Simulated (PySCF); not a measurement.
Species: C4H11BF3P.
SMILES: `[BH3-][P@H+](CC)CC(F)(F)F`

Torsions of this conformer, `[BH3-:1][P@H+:2]([CH2:3][CH3:4])[CH2:5][C:6]([F:7])([F:8])[F:9]`: B1–P2–C3–C4 180°, B1–P2–C5–C6 -138°, P2–C5–C6–F7 57°.

The closed-shell ground state was solved at several levels (PySCF, density fitting, gas phase, non-relativistic). Geometry: PBE0-D3(BJ)/def2-SVP, one conformer, isolated molecule.

```tsv
level	basis functions	HOMO (eV)	LUMO (eV)	gap (eV)	dipole (D)
PBE0/pcSseg-1	215	-8.43	0.49	8.92	3.97
mPW1PW91/pcSseg-1	215	-8.46	0.49	8.95	3.95
```

(1) Estimate the row for PBE0/def2-SVPD, a basis of 281 functions; the other rows only guide the guess.

(2) Over all these levels, which gives the widest orbital gap and which the narrowest?

(3) How far do the dipole and the HOMO energy spread over the levels?

## Answers

(1) HOMO -8.42 eV, LUMO 0.22 eV, gap 8.64 eV, dipole 3.89 D.

(2) mPW1PW91/pcSseg-1 (global hybrid, 25 % exact exchange) has the widest, 8.95 eV, and PBE0/def2-SVPD (global hybrid, 25 % exact exchange) the narrowest, 8.64 eV. Functional and basis both differ between the two, so the spread mixes both effects.

(3) The dipole runs from 3.89 to 3.97 D (mean 3.94 D) and the HOMO from -8.46 to -8.42 eV.
